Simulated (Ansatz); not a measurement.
Total energies of ClGe₂H₄ (`[Cl][GeH][GeH3]`) radical.

Cartesian coordinates in Å:
```
Cl -1.299 0.043 -2.469
Ge -0.342 1.124 -0.850
Ge 0.115 -0.489 0.924
H 0.921 1.758 -1.493
H -1.224 -1.057 1.408
H 1.011 -1.624 0.402
H 0.818 0.244 2.078
```

Total charge 0; spin multiplicity 2. Correlated methods include outer-core shells of Ge, which these sets cover unevenly. Scalar relativity is left out up to krypton. All single points use the PBE0-D4/def2-TZVP geometry. Basis def2-TZVPP, the Gaussian-basis code of Ansatz.

RPA on PBE orbitals: Hartree–Fock energy of these orbitals -4612.52565 Eh, correlation -1.12494 Eh (frozen core).

```
 functional  energy without D4 (Eh)  D4 term (kJ/mol)
LDA (SPW92)             -4608.79173                 –
     revPBE             -4616.23072             -38.0
       BLYP             -4616.73492             -33.1
     r2SCAN             -4616.58712              -3.5
     B97M-V             -4615.74038                 –
       PBE0             -4615.95762             -13.4
      B3LYP             -4616.74707             -25.7
    r2SCAN0             -4616.54650              -4.4
      BHLYP             -4616.59264             -23.7
    LC-ωPBE             -4615.96228                 –
    ωB97X-V             -4616.18207                 –
    ωB97M-V             -4616.36451                 –
     B2PLYP             -4615.76092                 –
   PBE-QIDH             -4615.21668                 –
```

Give the same for PBE, r2SCANh, HSE06 (plane-wave form), CAM-B3LYP. (An estimate is asked.)

The calculation gave: 
| functional | energy without D4 (Eh) | D4 term (kJ/mol) |
| --- | --- | --- |
| PBE | -4615.80854 | -15.7 |
| r2SCANh | -4616.57020 | -3.9 |
| HSE06 (plane-wave form) | -4615.95069 | -12.8 |
| CAM-B3LYP | -4616.88550 | -14.0 |

B3LYP takes the VWN-RPA correlation (the form of Gaussian; ORCA's B3LYP/G). HSE06 is the plane-wave form, built on full-range PBE exchange. The double hybrids freeze the cores in their second-order part.

LC-ωPBE has ω = 0.4 bohr⁻¹.
